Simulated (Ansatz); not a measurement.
`BNC=C=C`. The species carries charge 0 and has multiplicity 1. All single points use the PBE0-D4/def2-TZVP geometry. It is one conformer, not always the lowest.

```xyz
11

B    -0.890   -1.888    1.120
N    -0.422   -0.620    0.785
C     0.077   -0.230   -0.462
C     0.512    0.965   -0.757
C     0.948    2.151   -1.065
H    -1.287   -2.073    2.232
H    -0.876   -2.743    0.284
H    -0.423    0.118    1.473
H     0.084   -1.017   -1.210
H     0.285    2.914   -1.465
H     1.992    2.424   -0.936
```

Q: What is the dipole moment at PBE/def2-TZVPP? (Best estimate.)

A: Computed: 1.68 D, with components (0.51, 1.59, -0.17) D in this frame, pointing from negative to positive charge.

Q: And with r2SCAN, B3LYP, ωB97M-V? (Estimate.)

A: Computed: r2SCAN 1.56 D, B3LYP 1.49 D, ωB97M-V 1.47 D.

Q: Give the Mulliken charges with PBE, r2SCAN, ωB97M-V in def2-TZVPP. (An estimate is asked.)

A: The calculation gave: 
```tsv
atom	PBE	r2SCAN	ωB97M-V
B1	-0.12	-0.05	-0.16
N2	-0.07	-0.15	-0.13
C3	0.01	0.05	0.08
C4	-0.08	-0.08	-0.13
C5	-0.20	-0.20	-0.22
H6	0.00	-0.01	0.05
H7	-0.01	-0.02	0.04
H8	0.16	0.16	0.12
H9	0.10	0.10	0.11
H10	0.11	0.10	0.12
H11	0.11	0.10	0.12
```

B3LYP here is the variant with VWN-RPA as its local correlation; programs differ in this.
